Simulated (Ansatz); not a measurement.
Relaxation of C3H7OSb (12 atoms, charge 0, multiplicity 1), to a largest force component of 0.015 eV/Å in at most 40 steps.

Method: RKS BLYP/def2-SVP in Ansatz 0.2.0.

```xyz
12
Properties=species:S:1:pos:R:3:forces:R:3
C -0.144 1.897 0.302 -1.77 3.96 1.12
C -0.114 0.651 -0.025 2.76 -3.74 -1.30
Sb -1.948 -0.521 -0.099 -0.10 -0.76 -0.70
O 1.216 0.117 -0.326 -1.73 0.30 0.18
C 1.327 -1.262 -0.703 0.38 0.61 1.49
H 0.698 2.572 0.320 0.82 0.20 0.00
H -1.122 2.396 0.519 0.45 -0.28 -0.03
H -2.589 0.530 -1.335 -0.08 -0.03 0.04
H -1.233 -1.553 -1.394 -0.60 0.29 0.50
H 2.403 -1.434 -0.864 0.15 -0.06 -0.24
H 0.735 -1.486 -1.583 -0.25 -0.36 -0.71
H 1.022 -1.910 0.162 -0.04 -0.12 -0.35
```

Problem. Where does it end, and by what steps?

Solution. It converged. After 19 steps the energy has fallen by 0.465 eV; H8 moved furthest, 0.98 Å.

```csv
step,energy less start (eV),largest force component (eV/Å),accepted
0,0.0000,3.955,yes
1,-0.2891,1.729,yes
2,-0.3648,0.574,yes
3,-0.3920,0.505,yes
4,-0.3990,0.247,yes
5,-0.4112,0.442,yes
6,-0.4215,0.341,yes
7,-0.4317,0.312,yes
8,-0.4506,0.184,yes
9,-0.3642,0.940,no
10,-0.4605,0.044,yes
11,-0.4618,0.158,yes
12,-0.4628,0.094,yes
13,-0.4638,0.083,yes
14,-0.4646,0.042,yes
15,-0.4649,0.023,yes
16,-0.4650,0.023,yes
17,-0.4650,0.021,yes
18,-0.4650,0.013,no
19,-0.4650,0.009,yes
```

```xyz
12
Properties=species:S:1:pos:R:3
C -0.166 1.893 -0.006
C -0.050 0.547 -0.055
Sb -1.866 -0.784 -0.017
O 1.190 -0.026 0.103
C 1.482 -1.224 -0.611
H 0.738 2.519 0.080
H -1.145 2.385 -0.035
H -2.896 0.561 -0.404
H -1.771 -1.221 -1.706
H 2.497 -1.540 -0.303
H 1.468 -1.067 -1.713
H 0.769 -2.045 -0.360
```

Whether the end is a true minimum wasn't checked by a vibrational analysis.

Time of the run: 19 s on 2 threads of AMD EPYC 9R45 96-Core Processor (Zen 5), on a shared host, peak memory 0.18 GiB.
